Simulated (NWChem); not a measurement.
System: CH₅AlOS; SMILES [AlH]([OH])[S]C

Input file for NWChem:

```
start job
memory heap 200 mb stack 900 mb global 1100 mb
geometry units angstroms noautoz
  Al    -0.565001     1.006322     0.002830
  H     -1.901359     1.849955     0.003584
  O      0.991086     1.705394     0.002929
  H      1.204263     2.639153    -0.005397
  S     -0.608398    -1.163226     0.003275
  C      1.178485    -1.570546     0.001128
  H      1.800297    -0.665616     0.002419
  H      1.400919    -2.165561    -0.894745
  H      1.402017    -2.168982     0.894442
end
basis spherical
  Al library 3-21g
  H library 3-21g
  O library 3-21g
  S library 3-21g
  C library 3-21g
end
dft
  xc b3lyp
  iterations 150
  mulliken
end
task dft energy
```

Output (shortened):

```
             Northwest Computational Chemistry Package (NWChem) 7.3.0
             --------------------------------------------------------

 C1  symmetry detected

                             Geometry "geometry" -> ""
                             -------------------------

 Output coordinates in angstroms (scale by  1.889725989 to convert to a.u.)

  No.       Tag          Charge          X              Y              Z
 ---- ---------------- ---------- -------------- -------------- --------------
    1 Al                  13.0000    -0.64766291     1.01718380    -0.00021980
    2 H                    1.0000    -2.01926795     1.80221207    -0.00059963
    3 O                    8.0000     0.87672264     1.78292229     0.00108663
    4 H                    1.0000     1.04930951     2.72502944    -0.00713019
    5 S                   16.0000    -0.59715852    -1.15221036     0.00033582
    6 C                    6.0000     1.20567448    -1.48184311    -0.00034346
    7 H                    1.0000     1.78775308    -0.55085888     0.00138805
    8 H                    1.0000     1.45436634    -2.06670667    -0.89599693
    9 H                    1.0000     1.45416523    -2.07001940     0.89319060

 Effective nuclear repulsion energy (a.u.)     202.0924910390

                                 NWChem DFT Module
                                 -----------------

 Summary of "ao basis" -> "ao basis" (spherical)
 ------------------------------------------------------------------------------
       Tag                 Description            Shells   Functions and Types
 ---------------- ------------------------------  ------  ---------------------
 Al                          3-21g                   7       13   4s3p
 H                           3-21g                   2        2   2s
 O                           3-21g                   5        9   3s2p
 S                           3-21g                   7       13   4s3p
 C                           3-21g                   5        9   3s2p

            General Information
            -------------------
          SCF calculation type: DFT
          Wavefunction type:  closed shell.
          No. of atoms     :     9
          No. of electrons :    48
           Alpha electrons :    24
            Beta electrons :    24
          Charge           :     0
          Spin multiplicity:     1
          Use of symmetry is: off; symmetry adaption is: off
          Maximum number of iterations: 150
          AO basis - number of functions:    54
                     number of shells:    34
          Convergence on energy requested:  1.00D-06
          Convergence on density requested:  1.00D-05
          Convergence on gradient requested:  5.00D-04

              XC Information
              --------------
                         B3LYP Method XC Potential
                     Hartree-Fock (Exact) Exchange  0.200
                        Slater Exchange Functional  0.800 local
                    Becke 1988 Exchange Functional  0.720 non-local
              Lee-Yang-Parr Correlation Functional  0.810
                  VWN I RPA Correlation Functional  0.190 local

             Grid Information
             ----------------
          Grid used for XC integration:  medium
          Radial quadrature: Mura-Knowles
          Angular quadrature: Lebedev.
          Tag              B.-S. Rad. Rad. Pts. Rad. Cut. Ang. Pts.
          ---              ---------- --------- --------- ---------
          Al                  1.25       88          10.0       590
          H                   0.35       45          12.0       434
          O                   0.60       49          10.0       434
          S                   1.00       88          10.0       590
          C                   0.70       49          11.0       434
          Grid pruning is: on
          Number of quadrature shells:   499
          Spatial weights used:  Erf1

      Superposition of Atomic Density Guess
      -------------------------------------

 Sum of atomic energies:        -750.40498186

      Non-variational initial energy
      ------------------------------

 Total energy =    -751.643538
 1-e energy   =   -1440.112367
 2-e energy   =     486.376338
 HOMO         =      -0.300462
 LUMO         =       0.027361

     ---------------------------------------------
      Total Density - Mulliken Population Analysis
     ---------------------------------------------

    Atom       Charge   Shell Charges
 -----------   ------   -------------------------------------------------------
    1 Al  13    11.73   2.00  1.98  5.87  0.61  0.74  0.33  0.19
    2 H    1     1.17   0.38  0.79
    3 O    8     9.16   1.99  0.44  2.35  1.42  2.96
    4 H    1     0.47   0.31  0.15
    5 S   16    16.49   2.00  1.96  5.89  1.00  2.51  0.90  2.22
    6 C    6     6.75   1.99  0.38  1.46  1.19  1.74
    7 H    1     0.74   0.42  0.32
    8 H    1     0.75   0.42  0.33
    9 H    1     0.75   0.42  0.33

   convergence    iter        energy       DeltaE   RMS-Dens  Diis-err
 ---------------- ----- ----------------- --------- --------- ---------
 d= 0,ls=0.0,diis     1   -753.0282777834 -9.55D+02  2.90D-02  7.63D-01
 d= 0,ls=0.0,diis     2   -752.9047085200  1.24D-01  1.86D-02  2.07D+00
 d= 0,ls=0.0,diis     3   -753.1129771176 -2.08D-01  4.41D-03  5.52D-02
 d= 0,ls=0.0,diis     4   -753.1168573750 -3.88D-03  1.94D-03  1.51D-02
 d= 0,ls=0.0,diis     5   -753.1191020100 -2.24D-03  2.01D-04  6.84D-05
  Resetting Diis
 d= 0,ls=0.0,diis     6   -753.1191116112 -9.60D-06  6.71D-05  6.37D-06
 d= 0,ls=0.0,diis     7   -753.1191128096 -1.20D-06  3.16D-05  9.42D-07
 d= 0,ls=0.0,diis     8   -753.1191127147  9.49D-08  1.83D-05  1.71D-06
 d= 0,ls=0.0,diis     9   -753.1191129404 -2.26D-07  2.14D-06  3.62D-08

         Total DFT energy =     -753.119112940427
      One electron energy =    -1443.416349160207
           Coulomb energy =      548.423872373506
    Exchange-Corr. energy =      -60.219127192686
 Nuclear repulsion energy =      202.092491038960

 Numeric. integr. density =       48.000002480299

                       DFT Final Molecular Orbital Analysis
                       ------------------------------------

 Vector   22  Occ=2.000000D+00  E=-3.066615D-01
              MO Center=  1.7D-01,  1.4D+00, -6.0D-04, r^2= 3.3D+00
   Bfn.  Coefficient  Atom+Function         Bfn.  Coefficient  Atom+Function
  ----- ------------  ---------------      ----- ------------  ---------------
    22      0.441745  3 O  px                18      0.383147  3 O  px
    15      0.333169  2 H  s                 36     -0.260232  5 S  s
    23     -0.171338  3 O  py                14      0.148077  2 H  s
    19     -0.148757  3 O  py                 7     -0.133527  1 Al px
    21      0.126657  3 O  s                 33      0.126531  5 S  px

 Vector   23  Occ=2.000000D+00  E=-2.807185D-01
              MO Center= -5.5D-01, -8.2D-01,  1.1D-04, r^2= 3.1D+00
   Bfn.  Coefficient  Atom+Function         Bfn.  Coefficient  Atom+Function
  ----- ------------  ---------------      ----- ------------  ---------------
    34      0.412978  5 S  py                38      0.373958  5 S  py
    33      0.203279  5 S  px                 8     -0.200119  1 Al py
    30     -0.199123  5 S  py                37      0.191678  5 S  px
    15     -0.175812  2 H  s                 50     -0.170776  7 H  s
    32     -0.152171  5 S  s                 36     -0.143063  5 S  s

 Vector   24  Occ=2.000000D+00  E=-2.417139D-01
              MO Center= -3.9D-01, -9.7D-01,  3.9D-04, r^2= 2.5D+00
   Bfn.  Coefficient  Atom+Function         Bfn.  Coefficient  Atom+Function
  ----- ------------  ---------------      ----- ------------  ---------------
    39      0.534008  5 S  pz                35      0.510343  5 S  pz
    31     -0.245762  5 S  pz                24     -0.162740  3 O  pz
    52      0.130838  8 H  s                 54     -0.130579  9 H  s
    20     -0.126151  3 O  pz                44     -0.105961  6 C  pz
     9      0.103034  1 Al pz                51      0.086629  8 H  s

 Vector   25  Occ=0.000000D+00  E=-2.010662D-02
              MO Center= -5.7D-01,  9.9D-01, -6.9D-03, r^2= 4.1D+00
   Bfn.  Coefficient  Atom+Function         Bfn.  Coefficient  Atom+Function
  ----- ------------  ---------------      ----- ------------  ---------------
    13      0.703363  1 Al pz                 9      0.425647  1 Al pz
    39     -0.309648  5 S  pz                24     -0.287174  3 O  pz
    35     -0.202078  5 S  pz                20     -0.199602  3 O  pz
     5     -0.177848  1 Al pz                31      0.094379  5 S  pz
    52     -0.037380  8 H  s                 54      0.036460  9 H  s

 Vector   26  Occ=0.000000D+00  E= 5.583174D-03
              MO Center= -6.3D-02,  1.2D+00,  5.6D-03, r^2= 4.8D+00
   Bfn.  Coefficient  Atom+Function         Bfn.  Coefficient  Atom+Function
  ----- ------------  ---------------      ----- ------------  ---------------
    10      1.167139  1 Al s                 21     -0.661078  3 O  s
    15     -0.489479  2 H  s                 45     -0.379562  6 C  s
    38     -0.377261  5 S  py                11      0.337337  1 Al px
     2     -0.191209  1 Al s                 34     -0.191648  5 S  py
    26      0.184965  4 H  s                 36     -0.157827  5 S  s

 Vector   27  Occ=0.000000D+00  E= 2.560964D-02
              MO Center= -8.6D-01,  9.5D-02, -7.1D-04, r^2= 5.7D+00
   Bfn.  Coefficient  Atom+Function         Bfn.  Coefficient  Atom+Function
  ----- ------------  ---------------      ----- ------------  ---------------
    36      1.217657  5 S  s                 12      0.909949  1 Al py
    10     -0.755826  1 Al s                 45     -0.670735  6 C  s
    46      0.480697  6 C  px                37      0.460304  5 S  px
    15      0.379081  2 H  s                 11      0.355562  1 Al px
    38      0.316338  5 S  py                42      0.206740  6 C  px

     ---------------------------------------------
      Total Density - Mulliken Population Analysis
     ---------------------------------------------

    Atom       Charge   Shell Charges
 -----------   ------   -------------------------------------------------------
    1 Al  13    12.15   2.00  1.98  5.86  0.67  1.14  0.22  0.29
    2 H    1     1.17   0.41  0.76
    3 O    8     8.72   1.98  0.42  2.16  1.45  2.71
    4 H    1     0.62   0.43  0.18
    5 S   16    16.23   2.00  1.96  5.88  1.03  2.49  0.93  1.94
    6 C    6     6.84   1.99  0.36  1.64  1.21  1.64
    7 H    1     0.74   0.46  0.27
    8 H    1     0.77   0.47  0.30
    9 H    1     0.76   0.47  0.30

     -------------------------------------------
      Total Density - Lowdin Population Analysis
     -------------------------------------------

    Atom       Charge   Shell Charges
 -----------   ------   -------------------------------------------------------
    1 Al  13    12.55   2.00  1.96  5.81  0.56  1.19  0.38  0.65
    2 H    1     1.11   0.43  0.68
    3 O    8     8.47   1.98  0.56  2.13  1.04  2.76
    4 H    1     0.74   0.43  0.30
    5 S   16    16.11   2.00  1.95  5.81  0.93  2.42  0.77  2.22
    6 C    6     6.37   1.97  0.44  1.54  0.62  1.79
    7 H    1     0.87   0.46  0.42
    8 H    1     0.89   0.46  0.42
    9 H    1     0.89   0.46  0.42

     Multipole analysis of the density
     ---------------------------------

     L   x y z        total         alpha         beta         nuclear
     -   - - -        -----         -----         ----         -------
     0   0 0 0     -0.000000    -24.000000    -24.000000     48.000000

     1   1 0 0      0.613986      0.306993      0.306993      0.000000
     1   0 1 0      1.021007      0.510504      0.510504      0.000000
     1   0 0 1     -0.007440     -0.003720     -0.003720      0.000000

     2   2 0 0    -31.175229    -84.569910    -84.569910    137.964591
     2   1 1 0     -1.317772      5.680837      5.680837    -12.679447
     2   1 0 1     -0.016735     -0.000740     -0.000740     -0.015255
     2   0 2 0    -25.594645   -178.550312   -178.550312    331.505979
     2   0 1 1     -0.037239     -0.002587     -0.002587     -0.032065
     2   0 0 2    -28.313653    -17.014866    -17.014866      5.716080
```

Level: B3LYP/3-21G. All runs use the structure optimised with PBE0/def2-SVP.
